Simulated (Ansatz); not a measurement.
Stretching the Mg1–H2 bond in HIMg (SMILES [MgH][I]) (multiplicity 1 held, fragments rigid). Energies count from the point at 1.682 Å.
Geometry at that point (charge 0, multiplicity 1):
```
atom   x (Å)   y (Å)    z (Å)
----  ------  ------  -------
Mg    0.0000  0.0000  -2.0283
H     0.0000  0.0000  -3.7107
I     0.0000  0.0000   0.5292
```

Signs of static correlation in def2-TZVPPD, with CASSCF(2,2), from Ansatz (an electronic-structure program) runs.

```json
[
 {"R (Å)": "1.346", "T1 of restricted CCSD": "0.008", "⟨S²⟩ of UHF": "0.000", "largest double amplitude of restricted CCSD": "0.026", "weight of the CASSCF reference in MRCISD": "0.916", "CASSCF natural occupations": "1.97 0.03"},
 {"R (Å)": "1.514", "T1 of restricted CCSD": "0.008", "⟨S²⟩ of UHF": "0.000", "largest double amplitude of restricted CCSD": "0.026", "weight of the CASSCF reference in MRCISD": "0.916", "CASSCF natural occupations": "1.97 0.03"},
 {"R (Å)": "1.682", "T1 of restricted CCSD": "0.008", "⟨S²⟩ of UHF": "0.000", "largest double amplitude of restricted CCSD": "0.026", "weight of the CASSCF reference in MRCISD": "0.916", "CASSCF natural occupations": "1.97 0.03"},
 {"R (Å)": "1.851", "T1 of restricted CCSD": "0.009", "⟨S²⟩ of UHF": "0.000", "largest double amplitude of restricted CCSD": "0.030", "weight of the CASSCF reference in MRCISD": "0.916", "CASSCF natural occupations": "1.96 0.04"},
 {"R (Å)": "2.019", "T1 of restricted CCSD": "0.010", "⟨S²⟩ of UHF": "0.000", "largest double amplitude of restricted CCSD": "0.046", "weight of the CASSCF reference in MRCISD": "0.916", "CASSCF natural occupations": "1.94 0.06"},
 {"R (Å)": "2.271", "T1 of restricted CCSD": "0.013", "⟨S²⟩ of UHF": "0.000", "largest double amplitude of restricted CCSD": "0.081", "weight of the CASSCF reference in MRCISD": "0.916", "CASSCF natural occupations": "1.91 0.09"},
 {"R (Å)": "2.524", "T1 of restricted CCSD": "0.017", "⟨S²⟩ of UHF": "0.374", "largest double amplitude of restricted CCSD": "0.127", "weight of the CASSCF reference in MRCISD": "0.917", "CASSCF natural occupations": "1.87 0.13"},
 {"R (Å)": "2.944", "T1 of restricted CCSD": "0.031", "⟨S²⟩ of UHF": "0.758", "largest double amplitude of restricted CCSD": "0.232", "weight of the CASSCF reference in MRCISD": "0.917", "CASSCF natural occupations": "1.75 0.25"},
 {"R (Å)": "3.365", "T1 of restricted CCSD": "___", "⟨S²⟩ of UHF": "0.907", "largest double amplitude of restricted CCSD": "0.375", "weight of the CASSCF reference in MRCISD": "0.918", "CASSCF natural occupations": "1.58 0.42"},
 {"R (Å)": "3.870", "T1 of restricted CCSD": "0.082", "⟨S²⟩ of UHF": "0.972", "largest double amplitude of restricted CCSD": "0.582", "weight of the CASSCF reference in MRCISD": "0.919", "CASSCF natural occupations": "1.37 0.63"},
 {"R (Å)": "4.543", "T1 of restricted CCSD": "0.112", "⟨S²⟩ of UHF": "0.996", "largest double amplitude of restricted CCSD": "___", "weight of the CASSCF reference in MRCISD": "0.919", "CASSCF natural occupations": "1.17 0.83"},
 {"R (Å)": "5.384", "T1 of restricted CCSD": "0.126", "⟨S²⟩ of UHF": "1.001", "largest double amplitude of restricted CCSD": "0.999", "weight of the CASSCF reference in MRCISD": "0.919", "CASSCF natural occupations": "1.06 0.94"}
]
```

Q: Fill in the missing entries.

A: 
- 3.365, T1 of restricted CCSD: 0.052
- 4.543, largest double amplitude of restricted CCSD: 0.829

Doubts at one or more of the structures used: a restricted determinant that unrestricted orbitals would lower (R-CCSD(T)/def2-TZVPPD); T1 above 0.05 (R-CCSD(T)/def2-TZVPPD, U-CCSD(T)/def2-TZVPPD); other coupled-cluster roots lie near (R-CCSD(T)/def2-TZVPPD); a spin-contaminated determinant (U-CCSD(T)/def2-TZVPPD).
